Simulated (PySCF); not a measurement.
CH₅F₂NSi, SMILES C([SiH2]N)(F)F. Atoms are numbered in the order given.

```xyz
10

N     -1.9582    -0.5815     0.5114
Si    -0.8052     0.6540     0.1545
C      0.9123    -0.1903     0.1623
F      0.8899    -1.2034    -0.7668
F      1.8847     0.6971    -0.2048
H     -2.8467    -0.3562     0.9444
H     -2.0384    -1.3912    -0.0953
H     -0.9185     1.3180    -1.1785
H     -0.8712     1.6818     1.2294
H      1.2107    -0.6392     1.1281
```
Charge 0, spin multiplicity 1.

The structure is a stationary point at ωB97X-D3(BJ)/def2-SVP. The structure was generated by enumeration, and PubChem lists no compound with its InChIKey, so it may never have been made. One conformer was computed; it need not be the lowest.

Method: TDA-PBE/def2-SVPD run with PySCF.

Vertical excitations. Gas-phase values at a fixed geometry.

```tsv
state	energy (eV)	λ (nm)	f	main pairs
S1	5.64	220	0.012	HOMO→LUMO 99 %
S2	6.31	197	0.010	HOMO→LUMO+1 98 %
S3	6.58	188	0.017	HOMO−1→LUMO 96 %
S4	6.85	181	0.014	HOMO→LUMO+2 93 %
S5	7.05	176	0.011	HOMO→LUMO+3 95 %
S6	7.22	172	0.021	HOMO→LUMO+4 86 %
S7	7.33	169	0.040	HOMO−1→LUMO+1 84 %
S8	7.61	163	0.006	HOMO→LUMO+5 97 %
S9	7.81	159	0.014	HOMO→LUMO+6 79 %, HOMO−1→LUMO+2 13 %
S10	7.84	158	0.016	HOMO−1→LUMO+2 76 %, HOMO→LUMO+6 14 %
T1	5.31	233	0	HOMO→LUMO 100 %
T2	6.12	203	0	HOMO→LUMO+1 99 %
T3	6.26	198	0	HOMO−1→LUMO 97 %
T4	6.54	190	0	HOMO→LUMO+2 96 %
```
Triplets are in the Tamm–Dancoff approximation.
